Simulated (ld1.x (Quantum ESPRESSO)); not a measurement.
## Transferability test, PAW potential for Sn (Z = 50)

| Item | Value |
| --- | --- |
| Element | tin (Sn) |
| Generator | ld1.x (Quantum ESPRESSO) 7.5 |
| Type | PAW |
| Functional | PBE |
| Relativity | fully relativistic |
| Frozen core | [Kr] |
| Valence charge | 14 |
| Reference configuration | 4d10 5s1.75 5p2.25 |
| Partial waves | 5s (bound): rcut 1.35, rcutus 1.80 bohr; 5s channel at 0.9 Ry: rcut 1.35, rcutus 1.80 bohr; 5p (bound): rcut 1.85, rcutus 2.60 bohr; 5p channel at 0.15 Ry: rcut 1.85, rcutus 2.60 bohr; 4d (bound): rcut 1.05, rcutus 1.25 bohr; 4d channel at -1.5 Ry: rcut 1.05, rcutus 1.25 bohr |
| Local potential | all-electron potential smoothed inside 1.35 bohr (lloc = -1) |
| Core correction | Bessel-smoothed model core, default radius (core density twice the valence density) |
| Augmentation charge | BESSEL, radius 0.90 bohr |

Open shells are filled in proportion to 2j + 1 (rel_dist='average').

Energies are relative to the spin-unpolarised reference configuration 4d10 5s1.75 5p2.25; without spin polarisation the order of configurations can differ from experiment. Not all tests gave a result: test run stopped at test 7 of 7 (negative rho).

```tsv
valence configuration	charge	ΔE all-electron (eV)	error AE − PS (meV)
4d10 5s2 5p2	0	-1.717	+0.1
4d10 5s2 5p1	+1	5.170	+6.0
4d10 5s2 5p0	+2	19.141	+38
4d10 5s1 5p3	0	5.242	+6.9
```

Task: What are ΔE and the potential's error for 4d10 5s2 5p1.5?

Result: ΔE = 0.905 eV all-electron; the error (AE − PS) is +1.5 meV.

Task: What are ΔE and the potential's error for 4d10 5s0 5p4?

Result: ΔE = 12.430 eV all-electron; the error (AE − PS) is +38 meV.

Levels in the configuration 4d10 5s0 5p4:

```tsv
level	all-electron (eV)	pseudo (eV)
4d j=3/2	-29.299	-29.207
4d j=5/2	-28.248	-28.160
5p j=1/2	-5.238	-5.248
5p j=3/2	-4.720	-4.729
```

The ghost test of this file was not conclusive.
